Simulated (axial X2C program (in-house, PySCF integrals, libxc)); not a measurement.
Spin–orbit effects down a group: molecules with Li (ions), PBE0

All values come from calculations with an axial X2C code built on PySCF integrals, spin-free (one-electron X2C) or two-component (2c: spin–orbit coupling with atomic mean-field Coulomb and Gaunt terms, which also bring small scalar terms), in Dyall basis sets with cores contracted in-house; open shells are unrestricted.

Basis sets: Al dyall-v3z, B dyall-v3z, Ga dyall-cv3z, In dyall-cv3z, Li dyall-cv3z, Tl dyall-cv3z.

```json
{"molecule": "LiB⁺", "spin-free state": "M_S = 1/2, Λ = 0", "Re (Å)": "2.462", "ωe (cm⁻¹)": "338.9", "De (eV)": "0.89", "2c state": "Ω = 1/2", "Re 2c (Å)": "2.463", "ωe 2c (cm⁻¹)": "338.9", "De 2c (eV)": "0.89"}
{"molecule": "LiAl⁺", "spin-free state": "M_S = 1/2, Λ = 0", "Re (Å)": "3.033", "ωe (cm⁻¹)": "228.5", "De (eV)": "1.28", "2c state": "Ω = 1/2", "Re 2c (Å)": "3.034", "ωe 2c (cm⁻¹)": "228.5", "De 2c (eV)": "1.28"}
{"molecule": "LiGa⁺", "spin-free state": "M_S = 1/2, Λ = 0", "Re (Å)": "3.058", "ωe (cm⁻¹)": "198.7", "De (eV)": "1.28", "2c state": "Ω = 1/2", "Re 2c (Å)": "3.058", "ωe 2c (cm⁻¹)": "198.6", "De 2c (eV)": "n/a"}
{"molecule": "LiIn⁺", "spin-free state": "M_S = 1/2, Λ = 0", "Re (Å)": "3.214", "ωe (cm⁻¹)": "186.9", "De (eV)": "1.38", "2c state": "Ω = 1/2", "Re 2c (Å)": "3.210", "ωe 2c (cm⁻¹)": "186.7", "De 2c (eV)": "n/a"}
{"molecule": "LiTl⁺", "spin-free state": "M_S = 1/2, Λ = 0", "Re (Å)": "3.303", "ωe (cm⁻¹)": "172.1", "De (eV)": "1.29", "2c state": "Ω = 1/2", "Re 2c (Å)": "3.223", "ωe 2c (cm⁻¹)": "169.0", "De 2c (eV)": "0.96"}
```

Fragments in 2c: B + Li+, Al + Li+, Ga + Li+, In + Li+, Tl + Li+. Each entry is the lowest single determinant of a limited PBE0 search at one distance. De goes to single-determinant-based atoms at the same level (for ions the charge split of lowest energy) and is withheld (n/a) where an atom does not fit its ground term or J level. Main or longest-lived isotopes. Some light 2c atoms are not at their ground J level, so De misses part of their lowering (0.04 eV or less). The functionals have no current term, which raises determinants with orbital currents.
